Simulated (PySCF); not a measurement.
Species: C3H10O3Si.
Numbering: `[CH3:1][CH:2]([CH3:3])[O:4][SiH:5]([OH:6])[OH:7]` (hydrogens: H8, H9, H10 on C1; H11 on C2; H12, H13, H14 on C3; H15 on Si5; H16 on O6; H17 on O7)

Computed geometry: GFN2-xTB, gas phase.

**Question.** What internal coordinates does the optimisation give?

**Answer.** 
```json
{"bond": "C1–C2, C2–C3", "length (pm)": "152.5", "order": "single"}
{"bond": "C2–O4", "length (pm)": "140.7", "order": "single"}
{"bond": "O4–Si5", "length (pm)": "161.3", "order": "single"}
{"bond": "Si5–O6, Si5–O7", "length (pm)": "162.5", "order": "single"}
{"bond": "C1–H8 and 5 like bonds", "length (pm)": "108.7", "order": "single"}
{"bond": "C2–H11", "length (pm)": "109.9", "order": "single"}
{"bond": "Si5–H15", "length (pm)": "146.1", "order": "single"}
{"bond": "O6–H16, O7–H17", "length (pm)": "95.2", "order": "single"}
```

Bonds in one row agree within 1 pm and their mean is given. Orders are formal, as drawn. A selection of angles:
```json
{"angle": "C2–C1–H8", "degrees": "109.7"}
{"angle": "H8–C1–H9", "degrees": "108.6"}
{"angle": "C1–C2–C3", "degrees": "111.7"}
{"angle": "C1–C2–O4", "degrees": "107.9"}
{"angle": "C1–C2–H11", "degrees": "109.4"}
{"angle": "C3–C2–O4", "degrees": "110.4"}
{"angle": "O4–C2–H11", "degrees": "108.6"}
{"angle": "C2–O4–Si5", "degrees": "129.1"}
{"angle": "O4–Si5–O6", "degrees": "106.4"}
{"angle": "O4–Si5–O7", "degrees": "112.0"}
{"angle": "O4–Si5–H15", "degrees": "110.8"}
{"angle": "O6–Si5–O7", "degrees": "107.9"}
{"angle": "O6–Si5–H15", "degrees": "110.9"}
{"angle": "O7–Si5–H15", "degrees": "108.8"}
{"angle": "Si5–O6–H16", "degrees": "118.8"}
```

Torsions: C1–C2–O4–Si5 -162° (antiperiplanar); C2–O4–Si5–O6 -176° (antiperiplanar); H16–O6–Si5–O4 -37° (synclinal); H17–O7–Si5–O4 -152° (antiperiplanar). The mirror-image conformer, all signs reversed, is as good.

Si5 (oxygen-bound silicon) is tetrahedral (angles from 106.4° to 112.0°). Of the pairs four or more bonds apart, O7···H12 is among the closest relative to their van der Waals radii: 2.52 Å, 93 % of the sum of Bondi's values. O4 (silyl ether oxygen) is bent (angle 129.1°).

Point group: C1 (no symmetry element, even within 0.4 Å). Not checked by GFN2-xTB frequencies. The numbers are those of one conformer (C1–C2–O4–Si5 -162°, C2–O4–Si5–O6 -176°, O4–Si5–O6–H -37°, O4–Si5–O7–H -152°).
